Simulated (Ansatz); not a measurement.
Energy needed to pull apart CH5B3 (SMILES BB=CB), singlet, into free ground-state atoms, from the structure below (at a frame of a short PBE0-D4/def2-SVP trajectory); no zero-point or spin–orbit terms; open-shell atoms are treated unrestricted, in their ground-state multiplicity.

B1  (0.070, 1.921, -0.808)
B2  (0.490, 0.452, -0.278)
C3  (0.561, -0.863, 0.052)
B4  (-0.583, -1.514, 0.797)
H5  (0.907, 2.441, -1.476)
H6  (-0.887, 2.506, -0.460)
H7  (1.533, -1.500, -0.039)
H8  (-0.487, -2.643, 1.099)
H9  (-1.499, -0.863, 1.128)
(Å)

Ansatz 0.2.0; basis: def2-TZVPP; cores frozen in the correlated methods.

| method | atomization energy (kJ/mol) |
| --- | --- |
| PBE-D4 | 3366 |
| r2SCAN-D4 | ? |
| PBE0-D4 | 3327 |
| wB97M-V | ? |
| HF | 2595 |
| MP2 | 3247 |
| CCSD | 3149 |
| CCSD(T) | 3190 |

Problem. What does r2SCAN-D4 give? (An estimate is asked for; the value comes from the calculation.)

Solution. Computed: 3338 kJ/mol, which is about 148 kJ/mol more than CCSD(T)/def2-TZVPP.

Problem. What does wB97M-V give? (To be estimated.)

Solution. By the calculation: 3310 kJ/mol, which is about 120 kJ/mol more than CCSD(T)/def2-TZVPP.

In triple zeta the MP2 and coupled-cluster atomization energies are still short of their basis limit by a few kcal/mol a bond, whereas those of the functionals are nearly converged, so these differences are not deviations from converged CCSD(T).

No T1 diagnostic of these runs exceeds 0.016.

For scale, one of the runs: CCSD(T)/def2-TZVPP forces, 194 basis functions, launched by `ansatz run in.yaml --threads 2 --pin off --events-out ev --progress --plain --max-ram 3481MiB`. The run took 6 min on 2 CPU threads of an Arm Neoverse V2 (shared host), with 2.3 GiB of host memory at its peak.
